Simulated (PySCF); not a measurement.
Gas-phase reaction: 2 B3O3F3 + 2 B → 2 BF3 + 3 B2O2

Method: PySCF energies plus ideal-gas RRHO corrections (1 bar). 'Table' is the NASA 1993 thermochemical table (part measured, part estimated). After a fit of one offset per element over all species, the range-separated, M06-2X, PBE0/def2-QZVP and CCSD(T)/def2-TZVPP enthalpies, where run, lie to one side of the table for B3O3F3 (-22 kJ/mol): a fault of the table's entry, another state or a shared error of the levels is possible; this was not checked at source. † marks an energy on the PBE0/def2-TZVP geometry and frequencies. Open shells (unrestricted): B (multiplicity 2); the rest are closed-shell singlets. Spin-orbit splitting is ignored; it lowers the true energy and changes the entropy of B. The table's entry may be an old estimate for B3O3F3, B2O2 (not checked at source).

PBE0/def2-SVP† gives ΔH°(298 K) = 13.7 kJ.

Question: What does r2SCAN/def2-TZVP† give, and where does the table lie?

Answer: r2SCAN/def2-TZVP†: -22.1 kJ. Table: -29.1 kJ.
